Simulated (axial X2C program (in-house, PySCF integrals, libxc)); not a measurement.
## Spin–orbit effects down a group: molecules with F (ions), PBE0

Computed with an axial X2C code built on PySCF integrals, spin-free (one-electron X2C) or two-component (2c: spin–orbit coupling with atomic mean-field Coulomb and Gaunt terms, which also bring small scalar terms), in Dyall basis sets with cores contracted in-house; open shells are unrestricted.

Basis sets: F dyall-av3z, Mn dyall-cv3z, Re dyall-cv3z, Tc dyall-cv3z.

```json
{"molecule": "MnF⁺", "spin-free state": "M_S = 5/2, Λ = 0", "Re (Å)": "1.728", "ωe (cm⁻¹)": "752.6", "De (eV)": "3.85", "2c state": "Ω = 5/2", "Re 2c (Å)": "1.728", "ωe 2c (cm⁻¹)": "752.3", "De 2c (eV)": "3.85"}
{"molecule": "TcF⁺", "spin-free state": "M_S = 5/2, Λ = 0", "Re (Å)": "1.838", "ωe (cm⁻¹)": "690.8", "De (eV)": "4.07", "2c state": "Ω = 5/2", "Re 2c (Å)": "1.838", "ωe 2c (cm⁻¹)": "690.6", "De 2c (eV)": "4.07"}
{"molecule": "ReF⁺", "spin-free state": "M_S = 5/2, Λ = 0", "Re (Å)": "1.805", "ωe (cm⁻¹)": "760.3", "De (eV)": "3.85", "2c state": "Ω = 5/2", "Re 2c (Å)": "1.805", "ωe 2c (cm⁻¹)": "757.2", "De 2c (eV)": "3.85"}
```

(1) Work out the shifts from the spin-free to the two-component result.

Fragments in 2c: Mn+ + F, Tc+ + F, Re+ + F. Each entry is the lowest single determinant of a limited PBE0 search at one distance. De goes to single-determinant-based atoms at the same level (for ions the charge split of lowest energy) and is withheld (n/a) where an atom does not fit its ground term or J level. Main or longest-lived isotopes. One determinant is a doubtful description, or other states lie close, for MnF⁺, TcF⁺, ReF⁺; these need not be ground states, and all values refer to the states named. With several unpaired electrons the Ω given is that of one determinant, not necessarily of the lowest component. Some light 2c atoms are not at their ground J level, so De misses part of their lowering (0.04 eV or less). The functionals have no current term, which raises determinants with orbital currents.

Results:

(1) 

```
molecule  2c state  ΔRe (Å)  Δωe (cm⁻¹)  ΔDe (eV)
    MnF⁺   Ω = 5/2    0.000        -0.3      0.00
    TcF⁺   Ω = 5/2    0.000        -0.2      0.00
    ReF⁺   Ω = 5/2    0.000        -3.1      0.00
```

Shifts of one unit in the last digit are rounding.
